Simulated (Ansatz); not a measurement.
Consider the formal exchange of groups at the Si–B bond: `F[SiH2]BC[SiH3]` + `[CH3][GeH2][F]` → `[CH3][GeH]([F])[SiH2]F` + `BC[SiH3]`.

Calculated with Ansatz (gas phase, PBE0-D4/def2-TZVP geometries, no zero-point term in ΔE). CCSD(T)/CBS adds triple-zeta CCSD(T) − MP2 to the extrapolated MP2 energy (def2 sets, frozen cores). For Ge outer-core shells are correlated without core-valence functions, which leaves a few kJ/mol of doubt a bond. Scalar relativity is left out up to krypton. Each species was taken in one conformer, which may not be the lowest.

`F[SiH2]BC[SiH3]`:

Z-matrix (Å, degrees):
```
Si
B 1 2.010
F 1 1.609 2 113.1
H 1 1.491 2 112.3 3 -121.3
H 1 1.493 2 109.3 3 119.4
C 2 1.531 1 120.4 3 161.7
H 2 1.200 1 120.6 3 -16.0
Si 6 1.904 2 104.3 1 -97.1
H 6 1.095 2 115.1 1 150.5
H 6 1.094 2 116.9 1 18.5
H 8 1.485 6 108.2 2 172.0
H 8 1.486 6 111.1 2 52.6
H 8 1.484 6 110.2 2 -68.3
```

`[CH3][GeH2][F]`:

```xyz
8

C     0.684   -0.544   -0.572
Ge   -0.524    0.445    0.574
F    -1.804    1.042   -0.457
H     1.515   -0.946    0.012
H     1.082    0.111   -1.346
H     0.154   -1.372   -1.044
H     0.114    1.694    1.204
H    -1.221   -0.430    1.630
```

`[CH3][GeH]([F])[SiH2]F`:

```xyz
11

C    -1.548   -0.942    0.147
Ge   -0.487    0.674   -0.043
F    -0.719    1.578    1.443
Si    1.873    0.311   -0.230
F     2.282   -0.917    0.720
H    -1.508   -1.530   -0.772
H    -1.163   -1.545    0.970
H    -2.585   -0.675    0.353
H    -1.028    1.595   -1.157
H     2.645    1.506    0.192
H     2.237   -0.054   -1.624
```

`BC[SiH3]`:

Z-matrix (Å, degrees):
```
C
Si 1 1.896
B 1 1.532 2 106.4
H 1 1.094 2 104.2 3 -121.9
H 1 1.094 2 104.4 3 122.1
H 2 1.486 1 111.0 3 -59.0
H 2 1.486 1 110.8 3 62.0
H 2 1.486 1 108.7 3 -178.5
H 3 1.198 1 120.6 2 88.6
H 3 1.198 1 120.7 2 -87.3
```

```
                 species  CCSD(T)/def2-TZVPP energy (Eh)
       `F[SiH2]BC[SiH3]`                      -745.51657
        `[CH3][GeH2][F]`                     -2216.42599
`[CH3][GeH]([F])[SiH2]F`                     -2605.89209
              `BC[SiH3]`                      -356.05739
```

Question: Work out ΔE.

Answer: ΔE = (-2605.89209) + (-356.05739) − (-745.51657) − (-2216.42599) = -0.00692 Eh = -18.2 kJ/mol. CCSD(T)/CBS gives -19.6 kJ/mol.

Largest T1 diagnostic among the species: 0.012.
